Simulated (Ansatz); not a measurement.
Consider the homolysis of the Al–O bond: `B[O][AlH][NH2]` → `[NH2][AlH]`• + `B[O]`•.

Gas-phase electronic energies from Ansatz, PBE0-D4/def2-TZVP geometries. CCSD(T)/CBS is the MP2 limit (def2-TZVPP, def2-QZVPP) plus CCSD(T) − MP2 in def2-TZVPP, frozen cores. This one scheme is used for every species. No spin–orbit coupling; open shells (•) take unrestricted orbitals. Each species was taken in one conformer, which may not be the lowest.

```json
{"species": "`B[O][AlH][NH2]`", "HF/CBS(def2) energy (Eh)": "-399.05556"}
{"species": "`[NH2][AlH]`•", "HF/CBS(def2) energy (Eh)": "-298.15585"}
{"species": "`B[O]`•", "HF/CBS(def2) energy (Eh)": "-100.74942"}
```

Problem. Work out ΔE.

Solution. ΔE = (-298.15585) + (-100.74942) − (-399.05556) = 0.15029 Eh = +394.6 kJ/mol. CCSD(T)/CBS gives +501.4 kJ/mol.

Largest T1 diagnostic among the species: 0.040.

At CCSD(T), def2-SVP lies −35.2 kJ/mol from the extrapolated value and def2-TZVPP −14.8 kJ/mol: correlation converges slowly with the basis, and small sets miss more of it in the bonded molecule than in its fragments. From PBE to PBE0 (25 % exact exchange), in def2-TZVPP and without D4, ΔE moves by +22.4 kJ/mol. In def2-TZVPP, CCSD(T) changes the Hartree–Fock value by +93.0 kJ/mol (the triples alone add +2.5 kJ/mol) and MP2 by +141.1 kJ/mol; breaking electron pairs costs correlation energy, which Hartree–Fock lacks.
